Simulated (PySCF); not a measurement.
# 4-methyl-1-fluorobenzene: full NMR table

* Formula: C7H7F
* SMILES: Cc1ccc(F)cc1
* Point group of the computed structure: Cs
* Degrees of unsaturation: 4
* Carbon signals: 5
* Proton signals: 3

Structure with atom numbers: `[CH3:1][c:2]1[cH:3][cH:4][c:5]([F:6])[cH:7][cH:8]1`. Each H is labelled by its parent atom.

PySCF calculation with σ from GIAO-PBE0/pcSseg-1 and structure optimised with GFN2-xTB; non-relativistic Hamiltonian, equivalent nuclei averaged, one conformer, no solvent model.

Chemical shifts δ = σref − σ; $^{1}$H and $^{13}$C against TMS; $^{19}$F against CFCl3, all at this level.

| carbon | δC, type | δH (multiplicity) | HMBC from (2–3 bonds) | span of the C tensor (ppm) |
| --- | --- | --- | --- | --- |
| C1 | 23.4, CH3 | 2.47 (s) | H(C3)/H(C8) | 47 |
| C2 | 138.4, C | – | H(C3)/H(C8), H(C4)/H(C7), H(C1) | 232 |
| C3/C8 | 135.7, CH | 7.46 (m) | H(C3)/H(C8), H(C4)/H(C7), H(C1) | 213 |
| C4/C7 | 121.2, CH | 7.27 (m) | H(C3)/H(C8), H(C4)/H(C7) | 189 |
| C5 | 171.1, C | – | H(C3)/H(C8), H(C4)/H(C7) | 153 |

Other nuclei:
| atoms | nucleus | environment | δ (ppm) | σ (ppm) |
| --- | --- | --- | --- | --- |
| F6 | $^{19}$F | aryl fluorine | -121.0 | 292.0 |

- Carbon types of the structure: 2 × C, 4 × CH, 1 × CH3, which accounts for all hydrogens.
- δC 171.1: aromatic carbon bearing fluorine; σ withdrawal by the attached heteroatom moves it downfield of the ring CH carbons.
- δC 138.4: substituted aromatic carbon.
- δC 135.7, 121.2: aromatic CH.
- δC 23.4: methyl carbon on an aromatic ring; aliphatic region, no heteroatom directly attached.
- δH 7.46, 7.27: hydrogen on an aromatic CH; the ring current deshields protons in the ring plane.

Splittings by $^{19}$F in the carbon and heteronuclear signals aren't shown, as no couplings were computed. Shifts are as computed. Against solution values, carbons near 30 ppm lie about +3 ppm off and those near 130 ppm about +5 ppm. Of 246 compounds with measured shifts, 49 miss one by over three times the rms of a fit or turn the order of signals round; such compounds aren't used in these exercises. Unscaled 19F shifts against computed CFCl3 carry errors that often reach 10 to 50 ppm. Multiplicities follow the n + 1 count of equivalent neighbours, as no J values were calculated; m marks all less simple cases, F and P coupling included.
